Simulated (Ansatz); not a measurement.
`[OH][Ge][F]` and `[F][Ge][Br]` differ in one atom or group.

Ansatz, PBE0-D4/def2-TZVP geometries, multiplicity 1. Each molecule was computed in one conformer, which needn't be the lowest.

Outer-core shells of Br, Ge are correlated without core-valence functions. Scalar relativity is left out up to krypton. Spin–orbit coupling is left out.

```
                                            property  `[OH][Ge][F]`
             HOMO–LUMO gap (ωB97M-V/def2-TZVPP) / eV          10.58
               HOMO energy (ωB97M-V/def2-TZVPP) / eV         -10.61
vertical ionisation energy (CCSD(T)/def2-TZVPP) / eV          10.97
               HOMO–LUMO gap (B3LYP/def2-TZVPP) / eV           5.91
                   HOMO energy (PBE/def2-TZVPP) / eV          -7.10
                 HOMO energy (B3LYP/def2-TZVPP) / eV          -8.21
```

Q: What does the change do to each property? (Estimate.)

A: Ansatz gave: 
```
                                            property  `[F][Ge][Br]`  shift
             HOMO–LUMO gap (ωB97M-V/def2-TZVPP) / eV           9.29  -1.29
               HOMO energy (ωB97M-V/def2-TZVPP) / eV         -10.26   0.35
vertical ionisation energy (CCSD(T)/def2-TZVPP) / eV          10.46  -0.51
               HOMO–LUMO gap (B3LYP/def2-TZVPP) / eV           4.83  -1.08
                   HOMO energy (PBE/def2-TZVPP) / eV          -7.05   0.05
                 HOMO energy (B3LYP/def2-TZVPP) / eV          -7.99   0.22
```

With PBE0 the HOMO rises by 0.17 eV and the LUMO falls by 0.89 eV, so the gap narrows by about 1.06 eV. PBE moves the HOMO by 0.05 eV and ωB97M-V by 0.35 eV. The zero-point energy changes by -33.6 kJ/mol with -3 modes.

B3LYP here is the variant with VWN-RPA as its local correlation; programs differ in this.
